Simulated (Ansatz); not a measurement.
F2GaHS (`[F][Ga]([F])[SH]`). Charge 0, multiplicity 1. Geometry: relaxed with PBE0-D4/def2-TZVP. It is one conformer, not always the lowest.

```xyz
5

F     1.953   -0.547   -0.972
Ga    0.357   -0.277   -0.344
F    -0.880   -1.304   -1.007
S    -0.062    1.226    1.154
H    -1.368    0.902    1.168
```

Q: What is the dipole moment at ωB97M-V/def2-TZVPP? (An estimate is asked.)

A: The calculation gave: 2.21 D, with components (-1.12, 1.25, 1.44) D in this frame, pointing from negative to positive charge.

Q: And with PBE, r2SCAN, B3LYP? (An estimate is asked.)

A: The calculation gave: PBE 2.18 D, r2SCAN 2.20 D, B3LYP 2.30 D.

Q: Give the Mulliken charges with ωB97M-V, PBE, r2SCAN in def2-TZVPP. (An estimate is asked.)

A: Computed: 
```tsv
atom	ωB97M-V	PBE	r2SCAN
F1	-0.36	-0.31	-0.35
Ga2	0.78	0.67	0.78
F3	-0.36	-0.31	-0.36
S4	-0.20	-0.18	-0.20
H5	0.14	0.14	0.13
```

B3LYP here is the variant with VWN-RPA as its local correlation; programs differ in this.
